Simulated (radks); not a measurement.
Values are calculated unless marked as measured or tabulated.
Problem. Species: Ni15+. Configuration: [Ne] 3s2 3p1. Code: a radial shooting solver on a logarithmic mesh with Libxc functionals. Model: scalar-relativistic Kohn-Sham, r2SCAN, spin-polarised, spherical densities, finite nucleus; open shells are filled with parallel spins first; meta-GGA in the generalised Kohn-Sham scheme; Fermi nuclear charge, rms radius 3.7757 fm. Some entries of the table are withheld. Estimate them.

orbital,occ.,eigenvalue (eV),r(max) (bohr)
1s up,1,-8755.367,0.03540
1s down,1,-8754.042,0.03540
2s up,1,(1),(2)
2s down,1,(3),(4)
2p up,3,-1352.273,(5)
2p down,3,-1350.884,(6)
3s up,1,-522.2681,0.5829
3s down,1,-516.1413,0.5831
3p up,1,-479.1415,0.5715
3p down,0,-473.2706,0.5715

Solution. 
(1) 2s up eigenvalue (eV): -1488.636
(2) 2s up r(max) (bohr): 0.2033
(3) 2s down eigenvalue (eV): -1487.919
(4) 2s down r(max) (bohr): 0.2034
(5) 2p up r(max) (bohr): 0.1638
(6) 2p down r(max) (bohr): 0.1640
